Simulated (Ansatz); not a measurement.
C$_{2}$H$_{6}$ClGaO$_{2}$, SMILES `C[O][Ga]([Cl])[O]C`. The species carries charge 0 and has multiplicity 1.

```json
{"atom": "C1", "x (Å)": "0.874", "y (Å)": "1.282", "z (Å)": "-1.054"}
{"atom": "O2", "x (Å)": "-0.529", "y (Å)": "1.231", "z (Å)": "-1.164"}
{"atom": "Ga3", "x (Å)": "-1.582", "y (Å)": "0.122", "z (Å)": "-0.274"}
{"atom": "Cl4", "x (Å)": "-3.657", "y (Å)": "0.282", "z (Å)": "-0.634"}
{"atom": "O5", "x (Å)": "-1.065", "y (Å)": "-1.107", "z (Å)": "0.888"}
{"atom": "C6", "x (Å)": "0.269", "y (Å)": "-1.371", "z (Å)": "1.252"}
{"atom": "H7", "x (Å)": "1.346", "y (Å)": "0.301", "z (Å)": "-1.178"}
{"atom": "H8", "x (Å)": "1.250", "y (Å)": "1.937", "z (Å)": "-1.844"}
{"atom": "H9", "x (Å)": "1.195", "y (Å)": "1.698", "z (Å)": "-0.092"}
{"atom": "H10", "x (Å)": "0.825", "y (Å)": "-1.862", "z (Å)": "0.445"}
{"atom": "H11", "x (Å)": "0.257", "y (Å)": "-2.047", "z (Å)": "2.111"}
{"atom": "H12", "x (Å)": "0.817", "y (Å)": "-0.467", "z (Å)": "1.544"}
```

(1) List the harmonic frequencies (cm⁻¹, unscaled) at PBE0-D4/def2-TZVP in Ansatz. (Best estimate.)

(2) Is this a minimum?

(3) Give the ideal-gas thermochemistry at 298.15 K and 1 bar (rigid rotor, harmonic oscillator; point group C2, symmetry number 2).

(4) Rotational constants (cm⁻¹)?

Answers

(1) The calculation gave: 58, 61, 77, 97, 109, 114, 194, 201, 285, 437, 602, 650, 1122, 1138, 1175, 1177, 1196, 1200, 1476, 1485, 1486, 1494, 1498, 1503, 3006, 3012, 3067, 3071, 3097, 3099.

(2) Yes, all 30 modes are real.

(3) Zero-point energy 222.5 kJ/mol; H(298) − E = 250.4 kJ/mol; entropy 415.7 J/(mol·K), of which translation 172.7, rotation 114.5, vibration 128.4; G(298) − E = 126.4 kJ/mol. Modes under 100 cm⁻¹ are hindered rotations or soft bends, so the harmonic entropy is rough.

(4) 0.092, 0.05027, 0.03291.
